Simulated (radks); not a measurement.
Results of a calculation; reference values are marked as such.
All-electron atom: Os75+ in 1s1.

Level of theory: Dirac Kohn-Sham, PBE, spin-unpolarised, spherical densities, finite nucleus; Fermi nuclear charge, rms radius 5.4126 fm (a radial shooting solver on a logarithmic mesh with Libxc functionals).

Energy parts (eV):
| part | energy |
|---|---|
| total | -85624.58 |
| kinetic | 102724.29 |
| electron-nucleus | -188475.40 |
| Hartree | 736.75 |
| exchange-correlation | -610.23 |

Orbitals (lengths in bohr, moments of r in powers of bohr; r(max) is where P^2 peaks):
orbital  occ.  eigenvalue (eV)   r(max)      <r>      <r^4>      <r^2>  small-component weight
1s1/2       1        -85045.20  0.01096  0.01756  4.874e-07  0.0004242                8.37e-02

The highest occupied level is 1s1/2 at -85045 eV. Summed over all electrons, <r^2> = 0.0004242 bohr^2, which gives a Langevin (diamagnetic) susceptibility term of -0.000336 x 10^-6 cm^3/mol.
